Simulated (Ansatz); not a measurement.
Consider the redistribution: `B[SiH2]N[SiH2]F` + `BN([SiH3])CC` → `F[SiH2]N[SiH2][SiH3]` + `BN(B)CC`.

Calculated with Ansatz (gas phase, PBE0-D4/def2-TZVP geometries, no zero-point term in ΔE). CCSD(T)/CBS adds triple-zeta CCSD(T) − MP2 to the extrapolated MP2 energy (def2 sets, frozen cores). DFT in def2-TZVPP. B3LYP here is the variant with VWN-RPA as its local correlation; programs differ in this. Each species was taken in one conformer, which may not be the lowest.

```tsv
level	ΔE (kcal/mol)	difference from CCSD(T)/CBS
PBE-D4	-23.5	-1.3
B3LYP-D4	-23.2	-1.0
ωB97M-V	-21.3	0.9
B2PLYP	-23.6	-1.4
PBE0	-24.4	-2.2
CCSD(T)/def2-TZVPP	-22.2	0.0
MP2/def2-QZVPP	-21.9	0.3
HF/CBS(def2)	-25.8	-3.6
MP2/CBS(def2)	-21.9	0.3
CCSD/CBS(def2)	-22.7	-0.5
CCSD(T)/CBS	-22.2	0
```

Largest T1 diagnostic among the species: 0.012.

In def2-TZVPP, CCSD(T) changes the Hartree–Fock value by +3.7 kcal/mol (the triples alone add +0.4 kcal/mol) and MP2 by +4.0 kcal/mol. The D4 term adds +1.8 kcal/mol with B3LYP and +0.9 kcal/mol with PBE0; it sums over pairs of atoms, weighted by their polarisabilities, and B3LYP, whose exchange is more repulsive, gets the larger term.
